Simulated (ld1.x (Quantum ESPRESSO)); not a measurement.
## sulfur (S): one change to a TM potential, before and after

* Element: sulfur
* Generator: ld1.x (Quantum ESPRESSO) 7.5
* Type: norm-conserving Troullier–Martins (Kleinman–Bylander form)
* Functional: LDA (PZ)
* Relativity: scalar-relativistic
* Frozen core: [Ne]
* Valence charge: 6
* Reference configuration: 3s1.75 3p4.25
* Partial waves: 3s (bound): rc 1.30 bohr; 3p (bound): rc 1.25 bohr
* Local potential: all-electron potential smoothed inside 1.05 bohr (lloc = -2)
* Core correction: Bessel-smoothed model core inside 1.10 bohr

Change: all radii but the core radius scaled by about 0.75 (s 0.98, p 0.94 bohr); local potential all-electron potential smoothed inside 0.78 bohr (lloc = -2).

Cutoffs: the cutoffs (Ry, on a coarse ladder) from which the occupation-weighted sum of valence levels, in a spherical-Bessel basis at the reference potential, stays within 10 and 1 mRy of its value at 400 Ry; they do not see the model core or the augmentation charge, which bear on the density cutoff. Errors are all-electron minus pseudo energies relative to the spin-unpolarised reference configuration.

Problem. Predict the effect on cutoff, ghosts and configuration errors.

Solution. A bound ghost appears in p, which as a rule spoils a file; of the 9 tests that both files solve, the error grows in 6 and shrinks in 2 by more than 15 % and 0.3 meV (median size 7.8 → 7.1 meV).

```csv
quantity,base,changed
"cutoff, loose",55 Ry,300 Ry
"cutoff, tight",110 Ry,over 300 Ry
loose cutoff by channel (10 mRy a level),"s 21 Ry, p 12 Ry","s 80 Ry, p 230 Ry"
bound ghosts,none,p
"error for 3s2 3p4, meV [ΔE -2.55 eV]",+0.2,+0.3
"error for 3s2 3p3, meV [ΔE 9.32 eV]",+3.9,+7.5
"error for 3s2 3p2, meV [ΔE 31.69 eV]",+29,+53
"error for 3s1 3p5, meV [ΔE 7.69 eV]",+0.7,+1.2
"error for 3s2 3p0, meV [ΔE 112.83 eV]",+227,+462
"error for 3s1 3p4, meV [ΔE 20.11 eV]",+8.2,+14
"error for 3s0 3p6, meV [ΔE 18.06 eV]",+4.8,+7.1
"error for 3s1.75 3p4.25 (spin-polarised), meV [ΔE -0.74 eV]",+9.3,+6.6
"error for 3s2 3p4 (spin-polarised), meV [ΔE -3.25 eV]",+7.8,+6.1
```

 A true bound ghost makes a file unfit for plane-wave use even where its test errors are small: the radial tests pick states by their node count and pass the ghost by.
